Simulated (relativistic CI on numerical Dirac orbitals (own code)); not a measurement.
# Line list: Electric-dipole lines, Fe X

Computed by Dirac-Coulomb-Breit CI, orbitals from a KLI potential per configuration, a model potential for QED, unscaled Slater integrals (own radial code, finite nucleus).

Configurations in the expansion (outside the closed core [Ne]): 3s²3p⁵, 3s3p⁶, 3s²3p⁴3d, 3s3p⁵3d, 3p⁶3d, 3s3p⁴3d², 3s²3p⁴4s, 3s²3p⁴4p, 3s²3p³3d4p, 3p⁶4s, 3s²3p⁴4d, 3p⁶4p, 3s3p⁵4s, 3s²3p³3d², 3s²3p²3d³, 3s3p³3d³, 3s²3p²3d²4s, 3s²3p²3d²4p, 3s²3p²3d²4d. Double excitations out of closed p, d and f shells are left out; levels of such configurations are missing from the list, as are those of other unlisted configurations, and high levels can miss mixing partners. These lack a partner that the ground configuration has and come out too high: 3s3p⁵4s.

```tsv
λ vac (nm)	Lower	Upper	A (s⁻¹)	gf	Branching (%)
16.267	3s²3p⁴3d ⁴D7/2 [4]	3s²3p³3d² ⁴F°9/2 [154]	3.92e+10	1.56e+00	19.2
16.316	3s²3p⁴3d ⁴D7/2 [4]	3s²3p³3d² ⁴D°7/2 [151]	7.11e+10	2.27e+00	42.0
16.355	3s²3p⁴3d ⁴D5/2 [5]	3s²3p³3d² ⁴D°5/2 [150]	5.31e+10	1.28e+00	29.4
16.501	3s²3p⁴3d ²G9/2 [20]	3s²3p³3d² ²G°9/2 [197]	1.13e+11	4.61e+00	56.6
17.008	3s3p⁶ ²S1/2 [3]	3s3p⁵3d ²P°3/2 [84]	1.36e+11	2.36e+00	95.3
17.027	3s3p⁶ ²S1/2 [3]	3s3p⁵3d ²P°1/2 [83]	1.49e+11	1.29e+00	96.5
17.055	3s²3p⁵ ²P°3/2 [1]	3s²3p⁴3d ²D5/2 [30]	1.97e+11	5.16e+00	100.0
17.125	3s²3p⁵ ²P°1/2 [2]	3s²3p⁴3d ²D3/2 [31]	1.86e+11	3.28e+00	96.0
17.134	3s²3p⁴3d ⁴F5/2 [11]	3s²3p³3d² ⁴F°5/2 [159]	1.14e+11	3.00e+00	57.2
17.156	3s²3p⁴3d ⁴F7/2 [10]	3s²3p³3d² ⁴F°7/2 [156]	1.30e+11	4.59e+00	65.5
17.169	3s²3p⁴3d ⁴F9/2 [8]	3s²3p³3d² ⁴F°9/2 [154]	1.57e+11	6.95e+00	77.1
17.183	3s²3p⁴3d ²F5/2 [23]	3s²3p³3d² ²F°5/2 [199]	1.11e+11	2.94e+00	57.4
17.234	3s²3p⁴3d ²F7/2 [24]	3s²3p³3d² ²F°7/2 [200]	1.08e+11	3.85e+00	58.2
17.287	3s²3p⁵ ²P°3/2 [1]	3s²3p⁴3d ²P3/2 [28]	1.64e+11	2.93e+00	97.5
17.540	3s²3p⁴3d ⁴D7/2 [4]	3s²3p³3d² ⁴P°5/2 [131]	1.52e+11	4.21e+00	85.6
17.586	3s²3p⁴3d ²F7/2 [24]	3s²3p³3d² ²G°9/2 [197]	7.40e+10	3.43e+00	37.1
17.588	3s²3p⁴3d ⁴D5/2 [5]	3s²3p³3d² ⁴P°3/2 [127]	1.16e+11	2.14e+00	70.2
17.590	3s²3p⁵ ²P°1/2 [2]	3s²3p⁴3d ²P1/2 [29]	1.20e+11	1.12e+00	73.5
17.639	3s²3p⁴3d ⁴F9/2 [8]	3s²3p³3d² ⁴D°7/2 [143]	1.31e+11	4.89e+00	81.5
17.700	3s²3p⁴3d ⁴F7/2 [10]	3s²3p³3d² ⁴D°5/2 [145]	1.15e+11	3.23e+00	72.9
17.778	3s²3p⁴3d ⁴F5/2 [11]	3s²3p³3d² ⁴D°3/2 [146]	1.11e+11	2.11e+00	70.6
18.131	3s²3p⁵ ²P°3/2 [1]	3s²3p⁴3d ²S1/2 [27]	1.30e+11	1.28e+00	75.6
18.471	3s²3p⁴3d ²G9/2 [20]	3s²3p³3d² ²H°11/2 [148]	8.91e+10	5.47e+00	99.8
18.643	3s²3p⁴3d ⁴F9/2 [8]	3s²3p³3d² ⁴G°11/2 [128]	7.33e+10	4.59e+00	99.8
18.758	3s²3p⁴3d ²G7/2 [21]	3s²3p³3d² ²H°9/2 [144]	5.62e+10	2.96e+00	69.5
18.796	3s²3p⁴3d ⁴F7/2 [10]	3s²3p³3d² ⁴G°9/2 [130]	6.74e+10	3.57e+00	91.4
18.844	3s²3p⁴3d ⁴F5/2 [11]	3s²3p³3d² ⁴G°7/2 [132]	6.67e+10	2.84e+00	90.6
19.274	3s²3p⁴3d ²F7/2 [18]	3s²3p³3d² ²G°9/2 [135]	4.48e+10	2.49e+00	64.0
19.411	3s²3p⁴3d ⁴D7/2 [4]	3s²3p³3d² ⁴F°9/2 [98]	4.15e+10	2.34e+00	83.0
19.475	3s²3p⁴3d ⁴D5/2 [5]	3s²3p³3d² ⁴F°7/2 [97]	3.63e+10	1.65e+00	69.7
```

Terms are leading LS components. Brackets give the number of a level in order of energy, since labels repeat. The list gives strong lines, with weight on those to low levels, without lines whose two gauges differ by over a factor of 2.5, among the lowest 200 of 3353 levels, so that lines to higher ones, which can be the strongest, are missing. Levels whose partners in the same complex of configurations lie outside the list can be far off, and so can their lines. Rates are taken at the computed energies, electric ones in the length gauge.

At this charge energies of transitions that change n are usually good to better than 1 %, and those within a shell (Δn = 0) to a few per cent.

LS names give the leading component of a level, which can be under half, so a name can repeat, a term be missing and a line seem to break the LS rules.
